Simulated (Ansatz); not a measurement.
Isolated molecules relaxed with PBE0-D4/def2-TZVP in Ansatz; ΔE leaves out vibrations. CCSD(T)/CBS is the MP2 limit (def2-TZVPP, def2-QZVPP) plus CCSD(T) − MP2 in def2-TZVPP, frozen cores. Functionals use def2-TZVPP. def2 core potentials past Kr. For In outer-core shells are correlated without core-valence functions, which leaves a few kJ/mol of doubt a bond. One conformer a species, not always the lowest.

Reaction (substitution at a C–In bond): `C#[C][In]([F])[F]` + `O[SiH2]F` → `C#CO[SiH2]F` + `[F][InH][F]`

`C#[C][In]([F])[F]`:

Cartesian coordinates in Å:
```
C -0.020 -0.524 1.950
C -0.008 -0.212 0.786
In 0.012 0.318 -1.184
F -1.230 1.523 -2.033
F 1.276 -0.303 -2.500
H -0.031 -0.801 2.981
```

`O[SiH2]F`:

Cartesian coordinates in Å:
```
O 0.848 -0.331 0.889
Si -0.100 0.067 -0.375
F -0.678 1.546 -0.212
H 0.443 -0.499 1.741
H 0.766 0.040 -1.568
H -1.280 -0.823 -0.475
```

`C#CO[SiH2]F`:

Cartesian coordinates in Å:
```
C -2.022 0.964 0.480
C -1.201 0.321 -0.111
O -0.324 -0.375 -0.760
Si 1.241 -0.538 -0.210
F 1.936 -1.453 -1.297
H -2.760 1.529 0.993
H 1.237 -1.232 1.091
H 1.894 0.784 -0.186
```

`[F][InH][F]`:

```xyz
4

F     1.724   -0.658   -0.012
In   -0.121   -0.079   -0.060
F    -0.182    1.664    0.777
H    -1.421   -0.927   -0.705
```

(1) Is it downhill or uphill in electronic energy at CCSD(T)/CBS, and by how much? (Estimate.)

(2) What do these levels give: revPBE-D4, BLYP-D4, PBE-QIDH, LC-ωPBE, RPA@PBE/def2-TZVPP, CCSD(T)/def2-TZVPP? (Best estimate.)

Largest T1 diagnostic among the species: 0.017.

Answers

(1) Ansatz gave: Uphill: ΔE = +123.9 kJ/mol.

(2) The calculation gave: revPBE-D4 93.2, BLYP-D4 94.5, PBE-QIDH 113.7, LC-ωPBE 104.2, RPA@PBE/def2-TZVPP 121.2, CCSD(T)/def2-TZVPP 124.1 kJ/mol.

At CCSD(T), def2-SVP lies −19.2 kJ/mol from the extrapolated value and def2-TZVPP +0.2 kJ/mol. Leaving LDA and LC-ωPBE aside and taking each functional with its dispersion term where it has one, the values, not all of them listed here, spread over 21.2 kJ/mol, from PBE-D4 to PBE-QIDH. LDA lies −17.7 kJ/mol from PBE without D4.
